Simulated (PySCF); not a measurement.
Electronic structure of Be⁺ (beryllium, charge +1) at the UHF level

Configuration: [He] 2s1, 2S determinant. Calculation: PySCF 2.14, in aug-cc-pVTZ (5s4p3d2f, 46 functions); no relativity, point nucleus.

| Quantity | Value |
| --- | --- |
| Total energy | -14.277247 hartree |
| One-electron energy | -17.6108 hartree |
| Hartree (Coulomb) energy | 5.8402 hartree |
| Exchange energy | -2.5067 hartree |
| Kinetic energy | 14.27486 hartree |
| ⟨S²⟩ | 0.7500 |
| ⟨L²⟩ | 0.000 |
| Sum of ⟨r⟩ | 3.112 bohr |
| Sum of ⟨r²⟩ | 6.560 bohr² |
| Density at the nucleus (Gaussians lack the cusp) | 34.1 bohr⁻³ |
| Spin density at the nucleus | 0.909 bohr⁻³ |
| Langevin diamagnetic susceptibility | -5.20 ×10⁻⁶ cm³/mol |

```
shell  electrons  mean orbital energy (eV)  rms radius, mean of both spins (bohr)
 1s α          1                   -140.37                                  0.482
 1s β          1                   -139.30                                  0.482
 2s α          1                   -18.127                                   2.47
```
